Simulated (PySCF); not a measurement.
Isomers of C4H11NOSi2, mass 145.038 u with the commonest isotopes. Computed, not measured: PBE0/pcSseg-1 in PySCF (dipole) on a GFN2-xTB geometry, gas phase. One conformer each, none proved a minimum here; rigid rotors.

Question: Order these by rotational constant B, largest first.
A. `[CH3:1]/[N:2]=[CH:3]/[Si@H:4]1[CH2:5][CH2:6][SiH2:7][O:8]1` with N2–C3–Si4–C5 96°, C3–Si4–C5–C6 140°, Si4–C5–C6–Si7 -31°, C5–C6–Si7–O8 23°, C6–Si7–O8–Si4 -4°
B. `[N:1]#[C:2][SiH2:3][SiH2:4][CH2:5][CH2:6][CH2:7][OH:8]` with C2–Si3–Si4–C5 -176°, Si3–Si4–C5–C6 -62°, Si4–C5–C6–C7 176°, C5–C6–C7–O8 -66°, C6–C7–O8–H 178°
C. `[CH3:1][C@@H:2]([C:3]#[N:4])[O:5][SiH2:6][CH2:7][SiH3:8]` with C1–C2–O5–Si6 86°, C2–O5–Si6–C7 173°, O5–Si6–C7–Si8 -57°
D. `[CH3:1][SiH2:2][O:3][Si@@H:4]([CH3:5])[CH2:6][C:7]#[N:8]` with C1–Si2–O3–Si4 49°, Si2–O3–Si4–C5 56°, O3–Si4–C6–C7 -174°
E. `[CH3:1][C:2](=[O:3])[NH:4][SiH:5]1[CH2:6][SiH2:7][CH2:8]1` with C1–C2–N4–Si5 180°, C2–N4–Si5–C6 170°

Answer: C (781.5 MHz), E (765.9 MHz), A (692.4 MHz), D (584.4 MHz), B (490.6 MHz).

Question: Order these by radius of gyration √(Σ m r²/M), smallest first.
A. `[CH3:1][C:2](=[O:3])[NH:4][SiH:5]1[CH2:6][SiH2:7][CH2:8]1` with C1–C2–N4–Si5 180°, C2–N4–Si5–C6 170°
B. `[N:1]#[C:2][SiH2:3][SiH2:4][CH2:5][CH2:6][CH2:7][OH:8]` with C2–Si3–Si4–C5 -176°, Si3–Si4–C5–C6 -62°, Si4–C5–C6–C7 176°, C5–C6–C7–O8 -66°, C6–C7–O8–H 178°
C. `[CH3:1][C@@H:2]([C:3]#[N:4])[O:5][SiH2:6][CH2:7][SiH3:8]` with C1–C2–O5–Si6 86°, C2–O5–Si6–C7 173°, O5–Si6–C7–Si8 -57°
D. `[CH3:1]/[N:2]=[CH:3]/[Si@H:4]1[CH2:5][CH2:6][SiH2:7][O:8]1` with N2–C3–Si4–C5 96°, C3–Si4–C5–C6 140°, Si4–C5–C6–Si7 -31°, C5–C6–Si7–O8 23°, C6–Si7–O8–Si4 -4°
E. `[CH3:1][SiH2:2][O:3][Si@@H:4]([CH3:5])[CH2:6][C:7]#[N:8]` with C1–Si2–O3–Si4 49°, Si2–O3–Si4–C5 56°, O3–Si4–C6–C7 -174°

Answer: A (2.272 Å), D (2.395 Å), C (2.449 Å), E (2.577 Å), B (2.807 Å).

Question: Order these by rotational constant C, smallest first.
A. `[CH3:1]/[N:2]=[CH:3]/[Si@H:4]1[CH2:5][CH2:6][SiH2:7][O:8]1` with N2–C3–Si4–C5 96°, C3–Si4–C5–C6 140°, Si4–C5–C6–Si7 -31°, C5–C6–Si7–O8 23°, C6–Si7–O8–Si4 -4°
B. `[CH3:1][C:2](=[O:3])[NH:4][SiH:5]1[CH2:6][SiH2:7][CH2:8]1` with C1–C2–N4–Si5 180°, C2–N4–Si5–C6 170°
C. `[CH3:1][C@@H:2]([C:3]#[N:4])[O:5][SiH2:6][CH2:7][SiH3:8]` with C1–C2–O5–Si6 86°, C2–O5–Si6–C7 173°, O5–Si6–C7–Si8 -57°
D. `[CH3:1][SiH2:2][O:3][Si@@H:4]([CH3:5])[CH2:6][C:7]#[N:8]` with C1–Si2–O3–Si4 49°, Si2–O3–Si4–C5 56°, O3–Si4–C6–C7 -174°
E. `[N:1]#[C:2][SiH2:3][SiH2:4][CH2:5][CH2:6][CH2:7][OH:8]` with C2–Si3–Si4–C5 -176°, Si3–Si4–C5–C6 -62°, Si4–C5–C6–C7 176°, C5–C6–C7–O8 -66°, C6–C7–O8–H 178°

Answer: E (455.0 MHz), D (550.4 MHz), C (597.8 MHz), A (632.2 MHz), B (734.7 MHz).

```csv
SMILES,point group,Ia (u·Å²),Ib (u·Å²),Ic (u·Å²),κ,μa (D),μb (D),μc (D)
CC(=O)N[SiH]1C[SiH2]C1,C1,148.96,659.89,687.88,-0.98,0.49,2.84,1.47
C/N=C/[Si@H]1CC[SiH2]O1,C1,135.10,729.85,799.36,-0.96,0.11,0.81,1.44
C[C@@H](C#N)O[SiH2]C[SiH3],C1,247.44,646.67,845.35,-0.75,0.72,4.23,0.34
N#C[SiH2][SiH2]CCCO,C1,145.45,1030.06,1110.66,-0.98,6.37,0.22,0.34
C[SiH2]O[Si@@H](C)CC#N,C1,143.16,864.71,918.26,-0.98,4.66,0.16,0.46
```
